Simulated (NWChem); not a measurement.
System: GeClF3; SMILES [Ge]([Cl])([F])([F])[F]

Input file for NWChem:

```
start job
memory heap 200 mb stack 900 mb global 1100 mb
geometry units angstroms noautoz
  F      0.972038     1.256646     0.895366
  Ge     0.000000     0.000000     0.277289
  F      0.602268    -1.470132     0.895366
  F     -1.574306     0.213486     0.895366
  Cl     0.000000     0.000000    -1.820036
end
basis spherical
  * library def2-svp
end
dft
  xc b3lyp
  iterations 150
  grid xfine
end
task dft gradient
```

Parts of the log:

```
             Northwest Computational Chemistry Package (NWChem) 7.3.0
             --------------------------------------------------------

 C3  symmetry detected

                             Geometry "geometry" -> ""
                             -------------------------

 Output coordinates in angstroms (scale by  1.889725989 to convert to a.u.)

  No.       Tag          Charge          X              Y              Z
 ---- ---------------- ---------- -------------- -------------- --------------
    1 F                    9.0000    -0.29503897     1.56107907     0.86763550
    2 Ge                  32.0000    -0.00000000     0.00000000     0.24955850
    3 F                    9.0000     1.49945361    -0.52502829     0.86763550
    4 F                    9.0000    -1.20441465    -1.03605077     0.86763550
    5 Cl                  17.0000    -0.00000000     0.00000000    -1.84776650

 Effective nuclear repulsion energy (a.u.)     529.3973139890

      Symmetry information
      --------------------

 Group name             C3
 Group number              5
 Group order               3
 No. of unique centers     3

                                 NWChem DFT Module
                                 -----------------

 Summary of "ao basis" -> "ao basis" (spherical)
 ------------------------------------------------------------------------------
       Tag                 Description            Shells   Functions and Types
 ---------------- ------------------------------  ------  ---------------------
 F                          def2-svp                 6       14   3s2p1d
 Ge                         def2-svp                12       32   5s4p3d
 Cl                         def2-svp                 8       18   4s3p1d

      Symmetry analysis of basis
      --------------------------

        a          34
        e+         29
        e-         29

  Rotation of axis

            General Information
            -------------------
          SCF calculation type: DFT
          Wavefunction type:  closed shell.
          No. of atoms     :     5
          No. of electrons :    76
           Alpha electrons :    38
            Beta electrons :    38
          Charge           :     0
          Spin multiplicity:     1
          Use of symmetry is: on ; symmetry adaption is: on
          Maximum number of iterations: 150
          AO basis - number of functions:    92
                     number of shells:    38
          Convergence on energy requested:  1.00D-06
          Convergence on density requested:  1.00D-05
          Convergence on gradient requested:  5.00D-04

              XC Information
              --------------
                         B3LYP Method XC Potential
                     Hartree-Fock (Exact) Exchange  0.200
                        Slater Exchange Functional  0.800 local
                    Becke 1988 Exchange Functional  0.720 non-local
              Lee-Yang-Parr Correlation Functional  0.810
                  VWN I RPA Correlation Functional  0.190 local

             Grid Information
             ----------------
          Grid used for XC integration:  xfine
          Radial quadrature: Mura-Knowles
          Angular quadrature: Lebedev.
          Tag              B.-S. Rad. Rad. Pts. Rad. Cut. Ang. Pts.
          ---              ---------- --------- --------- ---------
          F                   0.50      100           9.0      1454
          Ge                  1.25      160           8.0      1454
          Cl                  1.00      125           8.0      1454
          Grid pruning is: on
          Number of quadrature shells:   385
          Spatial weights used:  Erf1

      Superposition of Atomic Density Guess
      -------------------------------------

 Sum of atomic energies:       -2832.24454367

      Non-variational initial energy
      ------------------------------

 Total energy =   -2832.783716
 1-e energy   =   -5003.972202
 2-e energy   =    1641.791172
 HOMO         =      -0.453692
 LUMO         =      -0.026911

      Symmetry analysis of molecular orbitals - initial
      -------------------------------------------------

  Numbering of irreducible representations:

     1 a           2 e+          3 e-

  Orbital symmetries:

     1 a           2 a           3 a           4 a           5 e+
     6 e+          7 a           8 e+          9 e+         10 a
    11 a          12 e+         13 e+         14 a          15 e+
    16 e+         17 a          18 a          19 e+         20 e+
    21 e+         22 e+         23 a          24 e+         25 e+
    26 a          27 a          28 e+         29 e+         30 a
    31 e+         32 e+         33 e+         34 e+         35 a
    36 a          37 e+         38 e+         39 a          40 e+
    41 e+         42 a          43 a          44 a          45 e+
    46 e+         47 e+         48 e+

   convergence    iter        energy       DeltaE   RMS-Dens  Diis-err
 ---------------- ----- ----------------- --------- --------- ---------
 d= 0,ls=0.0,diis     1  -2836.1423095547 -3.37D+03  2.25D-02  1.27D+00
 d= 0,ls=0.0,diis     2  -2836.0116417047  1.31D-01  1.16D-02  3.14D+00
 d= 0,ls=0.0,diis     3  -2836.2851075314 -2.73D-01  1.37D-03  3.78D-02
 d= 0,ls=0.0,diis     4  -2836.2872468752 -2.14D-03  6.90D-04  3.37D-03
 d= 0,ls=0.0,diis     5  -2836.2875997860 -3.53D-04  2.24D-04  5.46D-04
  Resetting Diis
 d= 0,ls=0.0,diis     6  -2836.2876727823 -7.30D-05  1.96D-05  1.42D-05
 d= 0,ls=0.0,diis     7  -2836.2876736020 -8.20D-07  3.45D-06  1.52D-07

         Total DFT energy =    -2836.287673602022
      One electron energy =    -5001.163916863025
           Coulomb energy =     1774.386869696648
    Exchange-Corr. energy =     -138.907940424693
 Nuclear repulsion energy =      529.397313989050

 Numeric. integr. density =       75.999999897579

                  Occupations of the irreducible representations
                  ----------------------------------------------

                     irrep           alpha         beta
                     --------     --------     --------
                     a                16.0         16.0
                     e+               22.0         22.0
                     e-                0.0          0.0

                       DFT Final Molecular Orbital Analysis
                       ------------------------------------

 Vector   36  Occ=2.000000D+00  E=-4.267134D-01  Symmetry=a
              MO Center=  4.6D-14,  5.5D-14, -3.5D-01, r^2= 3.9D+00
   Bfn.  Coefficient  Atom+Function         Bfn.  Coefficient  Atom+Function
  ----- ------------  ---------------      ----- ------------  ---------------
    87      0.395228  5 Cl pz                84      0.317365  5 Cl pz
     6     -0.285134  1 F  pz                52     -0.285134  3 F  pz
    66     -0.285134  4 F  pz                 9      0.184919  1 F  pz
    55      0.184919  3 F  pz                69      0.184919  4 F  pz
    81      0.184831  5 Cl pz                28     -0.138839  2 Ge pz

 Vector   37  Occ=2.000000D+00  E=-3.726838D-01  Symmetry=e+
              MO Center= -1.1D-03, -2.8D-02, -1.6D+00, r^2= 1.6D+00
   Bfn.  Coefficient  Atom+Function         Bfn.  Coefficient  Atom+Function
  ----- ------------  ---------------      ----- ------------  ---------------
    85      0.585372  5 Cl px                82      0.450616  5 Cl px
    79      0.259966  5 Cl px                86      0.181547  5 Cl py
    83      0.139754  5 Cl py                66      0.113972  4 F  pz
    52     -0.099846  3 F  pz                69     -0.083747  4 F  pz
    80      0.080626  5 Cl py                55      0.073367  3 F  pz

 Vector   38  Occ=2.000000D+00  E=-3.726838D-01  Symmetry=e+
              MO Center=  1.1D-03,  2.8D-02, -1.6D+00, r^2= 1.6D+00
   Bfn.  Coefficient  Atom+Function         Bfn.  Coefficient  Atom+Function
  ----- ------------  ---------------      ----- ------------  ---------------
    86      0.585372  5 Cl py                83      0.450616  5 Cl py
    80      0.259966  5 Cl py                85     -0.181547  5 Cl px
    82     -0.139754  5 Cl px                 6     -0.123448  1 F  pz
     9      0.090710  1 F  pz                79     -0.080626  5 Cl px
    52      0.073958  3 F  pz                30      0.058140  2 Ge py

 Vector   39  Occ=0.000000D+00  E=-7.511090D-02  Symmetry=a
              MO Center= -1.0D-14, -6.5D-15, -1.3D-01, r^2= 3.1D+00
   Bfn.  Coefficient  Atom+Function         Bfn.  Coefficient  Atom+Function
  ----- ------------  ---------------      ----- ------------  ---------------
    18      0.810596  2 Ge s                 19      0.678151  2 Ge s
    87     -0.493538  5 Cl pz                17     -0.445505  2 Ge s
    84     -0.257257  5 Cl pz                78     -0.236632  5 Cl s
     3     -0.231321  1 F  s                 49     -0.231321  3 F  s
    63     -0.231321  4 F  s                 77     -0.210559  5 Cl s

 Vector   40  Occ=0.000000D+00  E= 4.073586D-02  Symmetry=e+
              MO Center=  1.8D-01, -3.7D-02, -6.1D-02, r^2= 3.3D+00
   Bfn.  Coefficient  Atom+Function         Bfn.  Coefficient  Atom+Function
  ----- ------------  ---------------      ----- ------------  ---------------
    30      0.835647  2 Ge py                27      0.389761  2 Ge py
    29      0.358247  2 Ge px                63      0.301436  4 F  s
     3     -0.278563  1 F  s                 86     -0.263907  5 Cl py
    24     -0.197941  2 Ge py                51      0.179973  3 F  py
    26      0.167093  2 Ge px                54     -0.159808  3 F  py

 Vector   41  Occ=0.000000D+00  E= 4.073586D-02  Symmetry=e+
              MO Center= -1.8D-01,  3.7D-02, -6.1D-02, r^2= 3.3D+00
   Bfn.  Coefficient  Atom+Function         Bfn.  Coefficient  Atom+Function
  ----- ------------  ---------------      ----- ------------  ---------------
    29      0.835647  2 Ge px                26      0.389761  2 Ge px
    30     -0.358247  2 Ge py                49     -0.334862  3 F  s
    85     -0.263907  5 Cl px                23     -0.197941  2 Ge px
     3      0.187240  1 F  s                 27     -0.167093  2 Ge py
    65     -0.161525  4 F  py                45      0.153603  2 Ge d  1

     Multipole analysis of the density
     ---------------------------------

     L   x y z        total         alpha         beta         nuclear
     -   - - -        -----         -----         ----         -------
     0   0 0 0     -0.000000    -38.000000    -38.000000     76.000000

     1   1 0 0     -0.000000     -0.000000     -0.000000     -0.000000
     1   0 1 0     -0.000000     -0.000000     -0.000000      0.000000
     1   0 0 1     -0.481923     -0.240961     -0.240961      0.000000

     2   2 0 0    -33.855955    -77.768582    -77.768582    121.681209
     2   1 1 0      0.000000      0.000000      0.000000     -0.000000
     2   1 0 1     -0.000000     -0.000000     -0.000000     -0.000000
     2   0 2 0    -33.855955    -77.768582    -77.768582    121.681209
     2   0 1 1     -0.000000     -0.000000     -0.000000     -0.000000
     2   0 0 2    -32.052989   -159.512584   -159.512584    286.972180

            General Information
            -------------------
          SCF calculation type: DFT
          Wavefunction type:  closed shell.
          No. of atoms     :     5
          No. of electrons :    76
           Alpha electrons :    38
            Beta electrons :    38
          Charge           :     0
          Spin multiplicity:     1
          Use of symmetry is: on ; symmetry adaption is: on
          Maximum number of iterations: 150
          AO basis - number of functions:    92
                     number of shells:    38
          Convergence on energy requested:  1.00D-06
          Convergence on density requested:  1.00D-05
          Convergence on gradient requested:  5.00D-04

              XC Information
              --------------
                         B3LYP Method XC Potential
                     Hartree-Fock (Exact) Exchange  0.200
                        Slater Exchange Functional  0.800 local
                    Becke 1988 Exchange Functional  0.720 non-local
              Lee-Yang-Parr Correlation Functional  0.810
                  VWN I RPA Correlation Functional  0.190 local

             Grid Information
             ----------------
          Grid used for XC integration:  xfine
          Radial quadrature: Mura-Knowles
          Angular quadrature: Lebedev.
          Tag              B.-S. Rad. Rad. Pts. Rad. Cut. Ang. Pts.
          ---              ---------- --------- --------- ---------
          F                   0.50      100           9.0      1454
          Ge                  1.25      160           8.0      1454
          Cl                  1.00      125           8.0      1454
          Grid pruning is: on
          Number of quadrature shells:   385
          Spatial weights used:  Erf1

          Convergence Information
          -----------------------
          Convergence aids based upon iterative change in
          total energy or number of iterations.
          Levelshifting, if invoked, occurs when the
          HOMO/LUMO gap drops below (HL_TOL):  1.00D-02
          DIIS, if invoked, will attempt to extrapolate
          using up to (NFOCK): 10 stored Fock matrices.

                    Damping( 0%)  Levelshifting(0.5)       DIIS
                  --------------- ------------------- ---------------
          dE  on:    start            ASAP                start
          dE off:    2 iters        150 iters           150 iters

                            NWChem DFT Gradient Module
                            --------------------------

  charge          =   0.00
  wavefunction    = closed shell

  Rotation of axis
  Using symmetry

                         DFT ENERGY GRADIENTS

    atom               coordinates                        gradient
                 x          y          z           x          y          z
   1 F      -0.557543   2.950012   1.639593    0.000930  -0.004919  -0.002218
   2 Ge     -0.000000   0.000000   0.471597    0.000000   0.000000   0.000119
   3 F       2.833556  -0.992160   1.639593   -0.004725   0.001655  -0.002218
   4 F      -2.276014  -1.957852   1.639593    0.003795   0.003265  -0.002218
   5 Cl     -0.000000   0.000000  -3.491772   -0.000000  -0.000000   0.006535
```

Level: B3LYP/def2-SVP. Coordinates come from a PBE0/def2-SVP optimisation.
